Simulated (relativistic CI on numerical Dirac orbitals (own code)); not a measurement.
**Re3+ (5d4) in a crystal field**

Calculated by Dirac-Coulomb-Breit CI, KLI orbitals optimised for each configuration, a model potential for QED, valence Slater integrals scaled by 0.85, one configuration in a parametric crystal field (own radial code).

Field parameters in Wybourne normalisation: D3d B²₀ = −7Dσ, B⁴₀ = −14Dq − 21Dτ, B⁴₃ = −14√(10/7) Dq. The field is a parameter set, without covalency.

S is read from ⟨S²⟩ = S(S + 1).

Levels (cm⁻¹, degeneracy): 0 (1), 2691 (2), 3229 (1), 4867 (2), 5424 (1), 5765 (2), 6642 (1), 8403 (1), 9078 (2), 9719 (1), 9741 (2), 9933 (2).

Which field gives this pattern?
A. D3d, 10Dq = 28000, Dσ = 560, Dτ = -360 cm⁻¹
B. D3d, 10Dq = 12650, Dσ = -900, Dτ = 480 cm⁻¹
C. D3d, 10Dq = 22100, Dσ = -440, Dτ = -380 cm⁻¹

B. D3d, 10Dq = 12650, Dσ = -900, Dτ = 480 cm⁻¹, ground level with S = 1.41.
